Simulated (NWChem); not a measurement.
System: CH6FNOSi; SMILES CO[Si@H](N)F

The following NWChem deck was run.

```
start job
memory heap 200 mb stack 900 mb global 1100 mb
geometry units angstroms noautoz
  C      0.013764     2.015484     0.531725
  O      0.245566     1.127162    -0.557709
  Si     0.099394    -0.506204    -0.481398
  N     -1.373541    -0.950893     0.279938
  F      1.237515    -1.190971     0.435362
  H      0.936646     2.161669     1.105503
  H     -0.767005     1.636541     1.201193
  H     -0.301534     2.980320     0.123056
  H      0.320260    -0.947314    -1.872846
  H     -1.436647    -1.811082     0.809243
  H     -2.270924    -0.674590    -0.097028
end
basis spherical
  * library 6-31g*
end
dft
  xc n12
  iterations 150
  mulliken
end
task dft energy
```

Coordinates come from a B3LYP/6-31G* (spherical d) optimisation.

Question: Predict the main results of this run. (N12/6-31G* (spherical d).) Quantities: energy (Ha); highest occupied level (eV); orbital gap (eV); dipole (D).

Answer: The energy (Ha) is -560.97, the highest occupied level (eV) is -5.87 and the orbital gap (eV) comes out as 6.92. The dipole (D) is 2.51.
